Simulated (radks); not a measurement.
Question: All-electron atom: Cs36+ in [Ar] 3d1. Calculated with a radial shooting solver on a logarithmic mesh with Libxc functionals: non-relativistic Kohn-Sham, TPSS, spin-polarised, spherical densities, point nucleus; open shells are filled with parallel spins first (spin-orbit coupling, left out, can overturn this in heavy ions); meta-GGA in the generalised Kohn-Sham scheme; relativity is left out, which matters for an element this heavy. Some entries of the table are withheld. Estimate them.

orbital,occ.,eigenvalue (eV),<r> (bohr),<1/r> (bohr^-1)
1s up,1,-36179.39,0.02762,54.48
1s down,1,-36179.37,0.02762,54.48
2s up,1,-7099.791,0.1174,12.66
2s down,1,-7095.525,0.1174,12.67
2p up,3,-6812.654,0.09996,12.64
2p down,3,-6809.463,0.09991,12.64
3s up,1,-2653.808,0.2876,5.087
3s down,1,-2649.502,0.2878,5.080
3p up,3,-2542.911,0.2747,5.032
3p down,3,-2538.044,0.2750,5.024
3d up,1,-2364.477,(1),4.922
3d down,0,-2358.082,(2),4.918

Answer: 
(1) 3d up <r> (bohr): 0.2402
(2) 3d down <r> (bohr): 0.2405
